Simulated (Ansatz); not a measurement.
Steps of a relaxation of CH₆AlNOSi, SMILES `[SiH3]O[CH]1[NH][AlH]1` with RKS PBE-D4/def2-SVP.

```sh
$ ansatz run in.yaml --threads 4 --pin off --events-out ev --progress --plain --max-ram 10444MiB
```

```yaml
crystal:
  periodic: [false, false, false]
  atoms:
    - {symbol: Si, position_ang: [-0.806600, -1.255100, 1.230200]}
    - {symbol: O, position_ang: [-0.438300, -0.817000, -0.411700]}
    - {symbol: C, position_ang: [-0.110500, 0.544600, -0.460500]}
    - {symbol: N, position_ang: [1.422000, 0.753700, -0.147400]}
    - {symbol: Al, position_ang: [0.912500, 0.990300, -2.032500]}
    - {symbol: H, position_ang: [-1.186100, -2.624600, 1.298300]}
    - {symbol: H, position_ang: [-1.997600, -0.420000, 1.641900]}
    - {symbol: H, position_ang: [0.317600, -0.911100, 2.105600]}
    - {symbol: H, position_ang: [-0.769500, 1.307400, 0.044900]}
    - {symbol: H, position_ang: [1.475100, 1.706000, 0.269200]}
    - {symbol: H, position_ang: [1.246900, 0.668800, -3.517400]}
basis:
  gaussian: {orbitals: def2-SVP}
hamiltonian: {xc: pbe, dispersion: d4}
relax: {f_tol: 0.03, max_steps: 200}
```

Positions (Å) and forces (eV/Å) along the path, 11 of 59 steps:

```xyz
11
step=1 energy=-19123.2572 eV
Si   -0.807   -1.255    1.230   -0.185    1.568   -0.831
O    -0.438   -0.817   -0.412   -0.491    0.004    1.293
C    -0.111    0.545   -0.461    0.686    0.933   -0.835
N     1.422    0.754   -0.147   -1.075    0.647   -1.833
Al    0.912    0.990   -2.033    0.270   -0.796    1.647
H    -1.186   -2.625    1.298   -0.259   -1.567   -0.026
H    -1.998   -0.420    1.642    0.037   -0.025    0.019
H     0.318   -0.911    2.106    0.502    0.016    0.429
H    -0.769    1.307    0.045    0.032   -0.747    0.241
H     1.475    1.706    0.269    0.168   -0.268    0.340
H     1.247    0.669   -3.517    0.316    0.234   -0.445
11
step=7 energy=-19124.3299 eV
Si   -0.802   -1.194    1.357    0.021    0.075    0.203
O    -0.543   -0.749   -0.247   -0.085   -0.386    0.120
C    -0.231    0.569   -0.637    0.158    0.305   -0.829
N     1.168    1.002   -0.456   -0.243   -0.051    0.872
Al    0.953    0.859   -2.188   -0.288    0.024   -0.186
H    -1.147   -2.655    1.396    0.030    0.047   -0.095
H    -1.922   -0.395    1.979    0.003   -0.005   -0.041
H     0.440   -0.946    2.177   -0.004   -0.048    0.055
H    -1.013    1.280   -0.283    0.020    0.004    0.126
H     1.482    1.151    0.512    0.298    0.055   -0.242
H     1.681    1.021   -3.588    0.089   -0.020    0.015
11
step=17 energy=-19124.3722 eV
Si   -0.856   -1.203    1.389   -0.001    0.020   -0.012
O    -0.311   -0.803   -0.158   -0.006    0.008    0.039
C    -0.129    0.547   -0.578    0.009   -0.008   -0.005
N     1.252    1.038   -0.529   -0.015   -0.007   -0.010
Al    0.840    0.935   -2.243    0.007    0.002    0.058
H    -1.129   -2.678    1.373    0.002    0.014    0.004
H    -2.117   -0.441    1.727    0.047   -0.027   -0.009
H     0.174   -0.897    2.455   -0.034   -0.004   -0.027
H    -0.896    1.200   -0.095    0.009    0.006   -0.005
H     1.745    1.154    0.364   -0.014   -0.004   -0.031
H     1.492    1.090   -3.683   -0.003   -0.002   -0.002
11
step=19 energy=-19124.3728 eV
Si   -0.874   -1.203    1.388    0.017    0.027   -0.006
O    -0.283   -0.799   -0.143   -0.026   -0.004    0.070
C    -0.105    0.553   -0.557    0.011    0.015   -0.007
N     1.282    1.029   -0.543   -0.013   -0.004   -0.017
Al    0.822    0.947   -2.247    0.008    0.001    0.059
H    -1.088   -2.688    1.379   -0.003    0.025    0.001
H    -2.177   -0.487    1.670    0.056   -0.034   -0.015
H     0.101   -0.844    2.489   -0.046   -0.008   -0.048
H    -0.851    1.210   -0.049    0.020   -0.011   -0.009
H     1.802    1.125    0.337   -0.020   -0.005   -0.037
H     1.437    1.100   -3.704   -0.004   -0.001    0.010
11
step=23 energy=-19124.3758 eV
Si   -0.926   -1.202    1.382   -0.029    0.068    0.005
O    -0.202   -0.789   -0.089   -0.027   -0.016    0.093
C    -0.029    0.566   -0.492    0.030    0.037    0.006
N     1.368    0.998   -0.588   -0.041   -0.016   -0.029
Al    0.761    0.979   -2.249    0.024   -0.001    0.096
H    -0.977   -2.703    1.415    0.005    0.064    0.008
H    -2.328   -0.634    1.485    0.120   -0.058   -0.012
H    -0.131   -0.683    2.566   -0.063   -0.049   -0.096
H    -0.709    1.234    0.091    0.033   -0.021   -0.021
H     1.967    1.038    0.246   -0.046   -0.007   -0.061
H     1.271    1.137   -3.747   -0.006    0.000    0.012
11
step=28 energy=-19124.3886 eV
Si   -1.007   -1.198    1.358   -0.003    0.082    0.016
O    -0.055   -0.770    0.025   -0.085   -0.012    0.160
C     0.105    0.586   -0.376    0.060    0.056   -0.008
N     1.490    0.952   -0.663   -0.084   -0.026   -0.044
Al    0.653    1.025   -2.224    0.055   -0.007    0.129
H    -0.827   -2.682    1.530   -0.036    0.093   -0.016
H    -2.476   -0.872    1.138    0.199   -0.062    0.019
H    -0.549   -0.471    2.614   -0.068   -0.086   -0.170
H    -0.452    1.267    0.316    0.046   -0.036   -0.035
H     2.206    0.911    0.074   -0.076   -0.001   -0.072
H     0.977    1.193   -3.772   -0.006   -0.001    0.021
11
step=33 energy=-19124.4119 eV
Si   -1.080   -1.194    1.307    0.168    0.093   -0.175
O     0.160   -0.723    0.246   -0.244   -0.058    0.213
C     0.286    0.617   -0.207    0.074    0.053   -0.037
N     1.605    0.910   -0.757   -0.099   -0.021   -0.012
Al    0.497    1.037   -2.134    0.067   -0.012    0.104
H    -0.771   -2.613    1.682   -0.023    0.013   -0.008
H    -2.443   -1.116    0.650    0.107   -0.006    0.042
H    -1.094   -0.321    2.543   -0.008   -0.033   -0.068
H    -0.094    1.322    0.575    0.032   -0.032   -0.049
H     2.441    0.827   -0.166   -0.071    0.007   -0.046
H     0.558    1.196   -3.718   -0.004   -0.003    0.037
11
step=38 energy=-19124.4226 eV
Si   -1.095   -1.180    1.245   -0.012    0.004    0.002
O     0.304   -0.669    0.455   -0.030    0.033    0.003
C     0.407    0.646   -0.078    0.053    0.014   -0.027
N     1.648    0.875   -0.805   -0.057   -0.010    0.013
Al    0.378    0.992   -2.030    0.039   -0.008    0.054
H    -0.812   -2.569    1.731    0.000    0.004    0.008
H    -2.274   -1.197    0.299    0.032    0.015    0.026
H    -1.429   -0.282    2.414    0.005   -0.031   -0.048
H     0.155    1.390    0.718    0.012   -0.021   -0.031
H     2.551    0.809   -0.320   -0.043    0.002   -0.022
H     0.232    1.128   -3.608    0.000   -0.002    0.021
11
step=53 energy=-19124.5108 eV
Si   -0.984   -1.057    0.983    0.234    0.157    0.054
O     0.498   -0.272    1.195   -0.318   -0.294    0.062
C     0.661    0.838    0.305    0.024    0.136   -0.289
N     1.553    0.587   -0.828   -0.066    0.014    0.151
Al   -0.047    0.793   -1.550    0.004   -0.054    0.072
H    -0.909   -2.417    1.618    0.025    0.025   -0.039
H    -1.227   -1.198   -0.526    0.052    0.050    0.039
H    -2.153   -0.290    1.550    0.070   -0.009   -0.063
H     0.873    1.738    0.921    0.022   -0.007    0.005
H     2.548    0.393   -0.673   -0.036   -0.018   -0.013
H    -0.747    0.828   -2.974   -0.009    0.001    0.020
11
step=56 energy=-19124.4218 eV rejected
Si   -0.887   -0.994    0.934    0.015    0.038    0.211
O     0.595   -0.355    1.290    0.039    1.245   -0.616
C     0.646    0.889    0.301   -0.052   -0.722    0.826
N     1.523    0.620   -0.772   -0.088   -0.309   -0.650
Al   -0.127    0.573   -1.481    0.216   -0.127    0.601
H    -0.998   -2.385    1.487   -0.016   -0.078   -0.060
H    -1.003   -1.133   -0.614    0.053    0.080   -0.297
H    -2.059   -0.161    1.347   -0.146    0.022   -0.028
H     0.845    1.796    0.907   -0.066   -0.215    0.341
H     2.480    0.308   -0.588    0.144    0.102   -0.073
H    -0.949    0.784   -2.790   -0.100   -0.035   -0.254
11
step=59 energy=-19124.5669 eV
Si   -0.900   -0.970    0.925    0.000   -0.004   -0.006
O     0.541   -0.237    1.321    0.004    0.002    0.013
C     0.673    0.876    0.355    0.005    0.001   -0.008
N     1.501    0.551   -0.779   -0.015   -0.002    0.009
Al   -0.156    0.610   -1.420    0.025    0.000    0.010
H    -0.936   -2.381    1.442   -0.005    0.010   -0.003
H    -0.960   -1.090   -0.636   -0.009   -0.005    0.006
H    -2.135   -0.204    1.303    0.007   -0.007   -0.005
H     0.916    1.785    0.944   -0.001   -0.003   -0.002
H     2.483    0.284   -0.657   -0.004    0.006   -0.007
H    -0.962    0.720   -2.777   -0.008    0.002   -0.008
```

Hardware: 4 threads of an INTEL XEON PLATINUM 8581C on a shared host. Wall time 56 s, peak host memory 0.2 GiB.
